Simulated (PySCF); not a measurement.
FeF3, SMILES [F][Fe]([F])[F] (connectivity only; charge and spin as stated), neutral, multiplicity 6.

The structure is a stationary point at PBE0-D3(BJ)/def2-SVP. The multiplicity is an assumed one; other spin states were not compared. The isomer is the one that the SMILES or the coordinates give; other isomers of the formula were not compared.

Method: PBE0/def2-TZVPD run with PySCF.

The molecule is in vacuum.

Computed frontier levels, dipole moment and polarisability:
| Item | Value |
|---|---|
| α spin, highest occupied and lowest empty level | -10.57 and -1.29 eV |
| β spin, highest occupied and lowest empty level | -11.42 and -5.33 eV |
| dipole moment | 0.00 D |
| quadrupole, principal values (traceless, Buckingham form, about the centre of nuclear charge) | -4.99, -4.99, 9.98 D·Å |
| mean static polarisability | 29.2 bohr³ (4.33 Å³) |
| polarisability, principal values | 20.2, 33.8, 33.8 bohr³ |
| ⟨S²⟩ | 8.758 (pure state 8.75) |
